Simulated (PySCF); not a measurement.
C2H6ClGa, SMILES [CH3][Ga]([CH3])[Cl], PBE0/def2-SVP optimised geometry.

```
10

Ga    -0.18    -0.22     0.00
C     -1.50     1.22     0.00
H     -2.10     1.17    -0.92
H     -1.03     2.22     0.06
H     -2.19     1.10     0.85
C      1.77    -0.22     0.00
H      2.14    -0.68    -0.94
H      2.14    -0.84     0.83
H      2.19     0.79     0.09
Cl    -1.07    -2.22    -0.01
```

Density from PBE0/def2-TZVP in PySCF 2.14.0 at that geometry.

Minimum of the electron density along straight lines between bonded atoms, close to the bond critical point (lines longer than 1.1 times the sum of covalent radii, or with two minima, are not listed):

| bond | length / Å | ρ at the minimum / e bohr⁻³ | ∇²ρ there / e bohr⁻⁵ | position (fraction from the first atom) |
|---|---|---|---|---|
| Ga1–C2 | 1.956 | 0.117 | 0.19 | 0.48 |
| C2–H3 | 1.101 | 0.265 | -0.87 | 0.64 |
| C2–H4 | 1.099 | 0.268 | -0.88 | 0.64 |
| C2–H5 | 1.101 | 0.266 | -0.87 | 0.64 |
| Ga1–C6 | 1.956 | 0.117 | 0.19 | 0.48 |
| C6–H7 | 1.102 | 0.265 | -0.86 | 0.64 |
| C6–H8 | 1.101 | 0.266 | -0.87 | 0.64 |
| C6–H9 | 1.100 | 0.268 | -0.88 | 0.64 |
| Ga1–Cl10 | 2.180 | 0.090 | 0.25 | 0.44 |
